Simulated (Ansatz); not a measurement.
Start from `C[SiH2]CC=S` and change one atom or group to get `C[SiH2]C[S][AlH2]`.

Ansatz, PBE0-D4/def2-TZVP geometries, multiplicity 1. Each molecule was computed in one conformer, which needn't be the lowest.

| property | `C[SiH2]CC=S` |
| --- | --- |
| size of the dipole moment (PBE/def2-TZVPP) / D | 2.97 |
| LUMO energy (ωB97M-V/def2-TZVPP) / eV | 0.09 |
| HOMO energy (PBE/def2-TZVPP) / eV | -5.10 |
| HOMO–LUMO gap (PBE0/def2-TZVPP) / eV | 4.32 |
| LUMO energy (B3LYP/def2-TZVPP) / eV | -2.20 |
| HOMO–LUMO gap (PBE/def2-TZVPP) / eV | 2.20 |

(1) Give the same properties after the change, and the shifts. (An estimate is asked.)

Answers

(1) The calculation gave: 
```tsv
property	`C[SiH2]C[S][AlH2]`	shift
size of the dipole moment (PBE/def2-TZVPP) / D	1.25	-1.72
LUMO energy (ωB97M-V/def2-TZVPP) / eV	0.43	0.34
HOMO energy (PBE/def2-TZVPP) / eV	-5.66	-0.56
HOMO–LUMO gap (PBE0/def2-TZVPP) / eV	5.71	1.39
LUMO energy (B3LYP/def2-TZVPP) / eV	-1.33	0.87
HOMO–LUMO gap (PBE/def2-TZVPP) / eV	3.75	1.55
```

With PBE0 the HOMO falls by 0.52 eV and the LUMO rises by 0.87 eV, so the gap widens by about 1.39 eV. PBE moves the HOMO by -0.56 eV and ωB97M-V by -0.48 eV. Dipoles are sizes alone; their direction can turn.

B3LYP here is the variant with VWN-RPA as its local correlation; programs differ in this.
